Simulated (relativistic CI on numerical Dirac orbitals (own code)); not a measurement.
**Radial parameters of Zr**

Method of calculation: Dirac-Coulomb-Breit CI, orbitals from a KLI potential per configuration, model QED (radiative potential, 1s self-energy scaled to tabulated hydrogen-like ionisation energies), valence Slater integrals scaled by 0.85, P86 correlation energy added to each configuration (own radial code, finite nucleus).

Slater integrals F^k, G^k are unscaled and averaged over j, outside the closed core [Kr]; ζ comes from projecting the Hamiltonian with its Breit term on Σ l·s of the shell.

- 4d²5s²: F^2(4d,4d) = 41347, F^4(4d,4d) = 26308, ζ(4d) = 303.52 cm⁻¹; <r>(4d) = 2.339, <r^2>(4d) = 6.924 (bohr units).
- 4d³5s: F^2(4d,4d) = 37732, F^4(4d,4d) = 23816, ζ(4d) = 241.62, G^2(4d,5s) = 17271 cm⁻¹; <r>(4d) = 2.53, <r^2>(4d) = 8.229, <r>(5s) = 3.891, <r^2>(5s) = 17.36 (bohr units).
- 4d²5s5p: F^2(4d,4d) = 43291, F^4(4d,4d) = 27674, ζ(4d) = 326.42, G^2(4d,5s) = 16507, F^2(4d,5p) = 14498, G^1(4d,5p) = 9132, G^3(4d,5p) = 6484.8, G^1(5s,5p) = 25940, ζ(5p) = 423.1 cm⁻¹; <r>(4d) = 2.25, <r^2>(4d) = 6.31, <r>(5s) = 3.714, <r^2>(5s) = 15.8, <r>(5p) = 5.172, <r^2>(5p) = 31 (bohr units).

(1) Give the Racah parameters of the d shell in 4d²5s².

In this model ζ of a weakly bound d, f or g electron outside closed shells comes out too small, for d by up to a factor of two or three and at times with the wrong sign; that of an outer p electron is too small as well.

Correlation outside the listed configurations is missing or only estimated: errors of thousands of cm⁻¹ between configurations and terms are usual at this charge. Rates and lifetimes follow the computed energies and can be off by large factors. The fine structure of a lone outer electron comes out too small, for d and f at times inverted, and misplaced configurations move strength between like terms. 50 of the 62 excited levels that our extract of the measured tables holds in this range could be paired (the sources list more); they are missed by 1756 cm⁻¹ on average and 8414 at most, and levels without a partner can miss by more. Some levels of the ground configuration have no partner and can miss by 10 % or more.

Averages of the first 10 configurations, taken without configuration mixing, which lowers the lowest level and can move excited configurations by several eV; other configurations of the list can lie among them:

```json
{"Configuration": "4d²5s²", "Parity": "even", "States": "45", "Average energy above the lowest level (eV)": "1.3"}
{"Configuration": "4d³5s", "Parity": "even", "States": "240", "Average energy above the lowest level (eV)": "2.2"}
{"Configuration": "4d²5s5p", "Parity": "odd", "States": "540", "Average energy above the lowest level (eV)": "3.5"}
{"Configuration": "4d³5p", "Parity": "odd", "States": "720", "Average energy above the lowest level (eV)": "4.6"}
{"Configuration": "4d⁴", "Parity": "even", "States": "210", "Average energy above the lowest level (eV)": "4.3"}
{"Configuration": "4d5s²5p", "Parity": "odd", "States": "60", "Average energy above the lowest level (eV)": "3.8"}
{"Configuration": "4d²5s5d", "Parity": "even", "States": "900", "Average energy above the lowest level (eV)": "6.0"}
{"Configuration": "4d²5s5f", "Parity": "odd", "States": "1260", "Average energy above the lowest level (eV)": "7.1"}
{"Configuration": "4d²5s5g", "Parity": "even", "States": "1620", "Average energy above the lowest level (eV)": "7.1"}
{"Configuration": "4d5s²6p", "Parity": "odd", "States": "60", "Average energy above the lowest level (eV)": "7.0"}
```

Answers

(1) B = F²/49 − 5F⁴/441 = 546 cm⁻¹ and C = 35F⁴/441 = 2088 cm⁻¹; values fitted to spectra at such low charge are typically 15 to 30 % smaller.
